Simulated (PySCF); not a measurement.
**How methods differ on the ionisation energy of Br⁺**

Br⁺ [Ar] 3d10 4s2 4p4 (3P) → Br²⁺ [Ar] 3d10 4s2 4p3 (4S), as a difference of total energies. All numbers are calculated (PySCF 2.14, scalar relativity through the core potential, in aug-cc-pVTZ-PP with one added diffuse shell each of s, d, f type with ECP10MDF (7s5p5d3f, 68 functions)). Correlated levels: valence: 3s2 3p6 3d10 frozen. The calculations carry no spin-orbit coupling.

Problem. Order these methods by the ionisation energy they give, lowest first.
A. MP2 (valence)
B. UHF
C. SCS-MP2 (valence)
D. CCSD(T) (valence)

Solution. B (20.231 eV), A (20.935 eV), C (21.006 eV), D (21.081 eV).

Errors of the correlated levels include the incompleteness of this basis and the frozen core.

For comparison: 21.409 eV (measured; NIST levels, between the centres of gravity of the two terms).
